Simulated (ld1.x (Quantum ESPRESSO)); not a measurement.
# Kr, TM: configuration errors across variants

| Quantity | Value |
| --- | --- |
| Element | Kr (Z = 36) |
| Generator | ld1.x (Quantum ESPRESSO) 7.5 |
| Type | norm-conserving Troullier–Martins (Kleinman–Bylander form) |
| Functional | Wu–Cohen |
| Relativity | scalar-relativistic |
| Frozen core | [Ne] 3s2 |
| Valence charge | 24 |
| Reference configuration | 3p6 3d10 4s2 4p4 (charge +2) |
| Partial waves | 4s (bound): rc 1.30 bohr; 3p (bound): rc 0.65 bohr; 3d (bound): rc 1.05 bohr |
| Local potential | all-electron potential smoothed inside 0.70 bohr (lloc = -1) |
| Core correction | none |

Occupied shells without a wave of their own: 4p. They enter only through the test configuration that unscreens the potential.

All-electron excitation energies from the reference (eV): (1) 3p6 3d10 4s2 4p6 -39.487; (2) 3p6 3d10 4s2 4p5 -25.197; (3) 3p6 3d10 4s2 4p3 37.124; (4) 3p6 3d10 4s2 4p2 87.023; (5) 3p6 3d9 4s2 4p6 54.403; (6) 3p6 3d10 4s2 4p5.5 -33.633; (7) 3p6 3d10 4s1 4p6 -10.665.

For the base: The 4p level has no wave, so the channel is fitted at the deeper level alone: the likely source of the large errors.

Tests that are not counted but printed errors over 1 eV. “local potential all-electron potential smoothed inside 1.10 bohr (lloc = -1)”: 3p6 3d9 4s2 4p6 (solver errors, printed error -9790 eV).

A true bound ghost makes a file unfit for plane-wave use even where its test errors are small: the radial tests pick states by their node count and pass the ghost by. Where a test does run into it, the solver fails or the error is huge.

The file “local potential all-electron potential smoothed inside 1.00 bohr (lloc = -1)” misses its own reference levels by 0.4 eV. The file “local potential all-electron potential smoothed inside 1.10 bohr (lloc = -1)” misses its own reference levels by 0.9 eV. The file “local potential all-electron potential smoothed inside 1.22 bohr (lloc = -1)” misses its own reference levels by 1.7 eV. The file “local potential all-electron potential smoothed inside 1.40 bohr (lloc = -1)” misses its own reference levels by 2.7 eV. The file “local potential all-electron potential smoothed inside 1.52 bohr (lloc = -1)” misses its own reference levels by 3.3 eV.

Errors AE − PS in meV (a dash: test not solved or not reliable):

| change | (1) | (2) | (3) | (4) | (5) | (6) | (7) | bound ghosts |
| --- | --- | --- | --- | --- | --- | --- | --- | --- |
| base | -133 | -79 | +106 | +243 | +42 | -109 | -192 | s |
| local potential all-electron potential smoothed inside 0.50 bohr (lloc = -1) | +282 | +169 | -227 | -516 | +783 | +232 | +323 | s |
| local potential all-electron potential smoothed inside 0.62 bohr (lloc = -1) | +175 | +105 | -142 | -326 | +570 | +144 | +191 | s |
| local potential all-electron potential smoothed inside 0.86 bohr (lloc = -1) | -111 | -65 | +85 | +190 | +58 | -90 | -163 | s |
| local potential all-electron potential smoothed inside 1.00 bohr (lloc = -1) | -639 | -380 | +508 | +1152 | -843 | -524 | -822 | s |
| local potential all-electron potential smoothed inside 1.10 bohr (lloc = -1) | -1286 | -765 | +1018 | +2304 | – | -1055 | -1628 | s |
| local potential all-electron potential smoothed inside 1.22 bohr (lloc = -1) | -2373 | -1418 | +1920 | +4401 | -3069 | -1952 | -3028 | none |
| local potential all-electron potential smoothed inside 1.40 bohr (lloc = -1) | -3897 | -2330 | +3138 | +7150 | -5858 | -3207 | -4971 | none |
| local potential all-electron potential smoothed inside 1.52 bohr (lloc = -1) | -4712 | -2818 | +3795 | +8639 | -7166 | -3878 | -6021 | none |

Give the same row for: local potential all-electron potential smoothed inside 0.78 bohr (lloc = -1).

+221, +133, -182, -421, +623, +182, +250; bound ghosts: s.
